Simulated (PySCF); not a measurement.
W(O)(F)3(OMe) (CH₃F₃O₂W), SMILES [F][W]([F])(=[O])([F])[O]C, multiplicity 1.

Coordinates come from a PBE-D3(BJ)/def2-SVP optimisation. The multiplicity is an assumed one; other spin states were not compared. The def2 effective core potentials stand for the cores of W; spin–orbit coupling is left out. The values are those of a single conformer.

Calculation: ωB97X/def2-TZVP (PySCF).

Gas-phase values at a fixed geometry.

Problem. Estimate the frontier levels, gap, dipole moment and polarisability. (An estimate is asked for; the answer gives what the named calculation found.)

Solution. 
```yaml
highest_occupied_level: -12.08 eV
lowest_empty_level: -1.23 eV
orbital_gap: 10.85 eV
dipole_moment: 0.815 e·Å
quadrupole, principal values (traceless, Buckingham form, about the centre of nuclear charge): -7.41, -3.53, 10.94 D·Å
mean_static_polarisability: 59.0 bohr³ (8.74 Å³)
polarisability_principal_values: 50.6, 52.7, 73.7 bohr³
```
